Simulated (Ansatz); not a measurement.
**Relaxing a trial structure of CH3AlGaSi**

The starting geometry of this gas-phase doublet was built from a drawn formula by distance geometry; its bonds are those of `[GaH2][Al]1[CH]=[Si]1`.

```xyz
7

C    -0.4435   -2.6863    2.5478
Al   -0.7436   -1.2028    1.2186
Ga   -0.5051    0.9552    0.5622
Si   -0.2249   -3.4832    1.0145
H     0.5562    1.3809   -0.2790
H    -1.4182    1.9100    0.8309
H    -0.3447   -2.9058    3.6173
```

Task: Where would you expect an optimisation with r2SCAN-D4/def2-SVP to take it?

Result: It keeps its bonds, and is `[GaH2][Al]1[CH]=[Si]1`. Distances that change by over a tenth: Ga3–H5 (1.42 → 1.57 Å), Ga3–H6 (1.35 → 1.57 Å).

The energy falls by 1.12 eV over 9 steps:

| step | E − E(last) (eV) |
| --- | --- |
| 1 | 1.119 |
| 2 | 0.227 |
| 3 | 0.082 |
| 4 | 0.041 |
| 5 | 0.007 |
| 6 | 0.002 |
| 7 | 0.000 |
| 8 | 0.000 |
| 9 | 0.000 |

Final geometry (Å):

```xyz
7

C    -0.3485   -2.8169    2.4959
Al   -0.4795   -1.2714    1.3536
Ga   -0.4729    1.0422    0.5403
Si   -0.7600   -3.7083    1.0655
H     0.8295    1.6699   -0.0625
H    -1.7901    1.8899    0.5545
H    -0.1023   -2.8375    3.5649
```

No frequencies were run, so the end isn't proven a minimum. Open shells are spin-unrestricted. Run with Ansatz 0.2.0, 80 s on 2 threads of Intel(R) Xeon(R) Platinum 8375C CPU @ 2.90GHz (Ice Lake) (shared host).
